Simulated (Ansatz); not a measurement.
Reaction (formal exchange of groups at the Si–O bond): `O[SiH2]O` + `CN[SiH2][AlH2]` → `O[SiH2]N[SiH2][AlH2]` + CH₃OH

Program: Ansatz. Geometries: PBE0-D4/def2-TZVP. ΔE: electronic, gas phase. CCSD(T)/CBS adds triple-zeta CCSD(T) − MP2 to the extrapolated MP2 energy (def2 sets, frozen cores). This one scheme is used for every species. Functionals use def2-TZVPP. Each species was taken in one conformer, which may not be the lowest.

Question: Is it downhill or uphill in electronic energy at CCSD(T)/CBS, and by how much? (Estimate.)

Answer: Ansatz gave: Uphill: ΔE = +0.49 eV.

Question: What do these levels give: PBE-D4, r2SCAN-D4, B2PLYP, PBE, r2SCAN, HF/def2-TZVPP, MP2/def2-TZVPP, SCS-MP2/def2-TZVPP, CCSD/def2-TZVPP, HF/def2-QZVPP, SCS-MP2/def2-QZVPP, HF/CBS(def2)? (Best estimate.)

Answer: Computed: PBE-D4 0.47, r2SCAN-D4 0.50, B2PLYP 0.51, PBE 0.49, r2SCAN 0.50, HF/def2-TZVPP 0.49, MP2/def2-TZVPP 0.52, SCS-MP2/def2-TZVPP 0.50, CCSD/def2-TZVPP 0.49, HF/def2-QZVPP 0.49, SCS-MP2/def2-QZVPP 0.50, HF/CBS(def2) 0.49 eV.

Largest T1 diagnostic among the species: 0.012.
